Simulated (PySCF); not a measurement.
TiCl3, SMILES [Cl][Ti+]([Cl])[Cl], charge +1, multiplicity 1. Geometry: PBE-D3(BJ)/def2-SVP. The multiplicity is an assumed one; other spin states were not compared. The isomer is the one that the SMILES or the coordinates give; other isomers of the formula were not compared.

Question: Give the equilibrium geometry at PBE-D3(BJ)/def2-SVP (PySCF confirms it by a frequency run) as a Z-matrix, and its point group. (The exact figures need the calculation; the answer reports its results.)

Answer: point group C3v.
```
Ti
Cl 1 2.1176
Cl 1 2.1176 2 108.96
Cl 1 2.1176 2 108.96 3 118.78
```
Charge +1, spin multiplicity 1.
